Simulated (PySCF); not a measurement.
## Correlation energy of F²⁺ (fluorine, charge +2)

[He] 2s2 2p3, high-spin 4S determinant. Calculation: PySCF 2.14, in def2-TZVP; the non-relativistic Hamiltonian (point nucleus). Frozen: 1s2; 5 electrons correlated.

MP2 pair energies summed by pair of shells (mhartree):

```tsv
pair	energy	share (%)
2s-2p	-64.60	66.6
2p-2p	-23.02	23.7
2s-2s	-9.43	9.7
```

Total MP2 correlation energy: -97.06 mhartree.

Same-spin part -27.96 and opposite-spin part -69.10 mhartree; SCS-MP2 scales them by 1/3 and 6/5 to -92.23 mhartree.

| level | correlation energy (mhartree) |
| --- | --- |
| CCSD | -111.34 |
| (T) | -1.13 |
| CCSD(T) | -112.47 |

Diagnostics: T1 = 0.0028, D1 = 0.0061, largest double amplitude 0.032.

Task: Is a single reference adequate?

Result: Yes: T1 lies below 0.03 and no double amplitude reaches 0.07.
